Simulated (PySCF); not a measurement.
Ru(O)3(OH)2 (H2O5Ru), SMILES [O]=[Ru](=[O])(=[O])([OH])[OH], multiplicity 1.

Coordinates come from a PBE-D3(BJ)/def2-SVP optimisation. The multiplicity is an assumed one; other spin states were not compared. The def2 effective core potentials stand for the cores of Ru; spin–orbit coupling is left out. The values are those of a single conformer.

These are PBE-D3(BJ)/def2-SVP in PySCF 2.14.0 values and carry that method's errors.

Frequencies are harmonic and unscaled.

```
mode  ν (cm⁻¹)  IR (km/mol)  moving atoms (share of kinetic energy)
----  --------  -----------  --------------------------------------
1          114          0.9                                  O 91 %
2          236         29.0                         O 87 %, Ru 11 %
3          279         12.7                         O 82 %, Ru 15 %
4          282          0.8                           O 88 %, H 9 %
5          321          0.3                         O 73 %, Ru 23 %
6          336          2.9                         O 78 %, Ru 19 %
7          383          8.4                           O 91 %, H 9 %
8          533        162.6                          H 86 %, O 14 %
9          561         10.4                          H 85 %, O 15 %
10         575          2.6                                  O 96 %
11         624         89.8                         O 78 %, Ru 18 %
12         853         30.6                                  O 94 %
13         895         98.6                  O 76 %, Ru 15 %, H 9 %
14         942         87.7                         O 83 %, Ru 15 %
15         969        187.8                           H 91 %, O 9 %
16        1001          9.0                          H 78 %, O 16 %
17        3619        125.8                                  H 94 %
18        3624         63.5                                  H 94 %
```
